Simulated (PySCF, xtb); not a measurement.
TiIH3, SMILES [TiH3][I], multiplicity 1.

GFN2-xTB (xtb 6.7.1) at its own geometry gives an orbital gap of 1.72 eV and a dipole moment of 5.11 D.

Coordinates come from a PBE0-D3(BJ)/def2-TZVP optimisation. The spin state was assumed, not searched. The structure was generated by enumeration; whether it is a known compound was not checked. The def2 effective core potentials stand for the cores of I; spin–orbit coupling is left out.

What does PBE/def2-TZVPD run with PySCF give? (Estimate from the structure and the level; the computed values follow.)

gap 3.05 eV (levels -7.40 and -4.35 eV), dipole 0.20 D.
